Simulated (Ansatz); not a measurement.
`B[S][AlH2]` + `CN[SiH2]Cl` → `BN(C)[SiH2]Cl` + `[AlH2][SH]` at 700 K and 1 bar (ligand exchange at a B–S bond).

Computed with Ansatz on PBE0-D4/def2-TZVP structures; ΔE is electronic, products minus reactants. CBS: MP2 limit from def2 TZ/QZ plus the TZ coupled-cluster correction, frozen cores. This one scheme is used for every species. Each species was taken in one conformer, which may not be the lowest.

```json
{"species": "`B[S][AlH2]`", "CCSD(T)/CBS energy (Eh)": "-667.02114", "H − E (kJ/mol)": "153.6", "S (J/(mol·K))": "391.0"}
{"species": "`CN[SiH2]Cl`", "CCSD(T)/CBS energy (Eh)": "-845.29269", "H − E (kJ/mol)": "263.1", "S (J/(mol·K))": "434.4"}
{"species": "`BN(C)[SiH2]Cl`", "CCSD(T)/CBS energy (Eh)": "-870.71740", "H − E (kJ/mol)": "309.1", "S (J/(mol·K))": "480.7"}
{"species": "`[AlH2][SH]`", "CCSD(T)/CBS energy (Eh)": "-641.61836", "H − E (kJ/mol)": "102.7", "S (J/(mol·K))": "330.6"}
```

H − E and S are ideal-gas, rigid-rotor, harmonic terms from PBE0-D4/def2-TZVP, for one conformer and one mirror image of each species. 1 Eh = 2625.50 kJ/mol, R = 8.31446 J/(mol·K).

Q: By hand: ΔE, ΔH, ΔS and ΔG.

A: ΔE = (-870.71740) + (-641.61836) − (-667.02114) − (-845.29269) = -0.02193 Eh = -57.6 kJ/mol. Δ(H − E) = 309.1 + 102.7 − 153.6 − 263.1 = -4.9, so ΔH = -62.5 kJ/mol. ΔS = 480.7 + 330.6 − 391.0 − 434.4 = -14.1 J/(mol·K). ΔG = -62.5 − 700 × (-14.1)/1000 = -52.6 kJ/mol.

Q: By hand: the equilibrium constant, and the temperature at which ΔG would vanish if ΔH and ΔS stayed fixed.

A: log₁₀ K = −ΔG/(RT ln 10) = 3.9. ΔG = 0 at ΔH/ΔS = 4433 K, far beyond where these terms or the molecules hold.

The number of gas molecules stays the same, so ΔS is small and ΔH decides. A doubt of 5 kJ/mol in ΔE shifts log₁₀ K by 0.4 here. Other conformers and mirror images would add mixing entropy, several J/(mol·K) or more a flexible species. Modes under 60 cm⁻¹, often nearly free rotors, make the harmonic entropy too high. These are equilibria of isolated gas molecules and say nothing of rates. Largest T1 diagnostic: 0.014 (customary marks: 0.02 for closed shells, 0.045 for open ones).
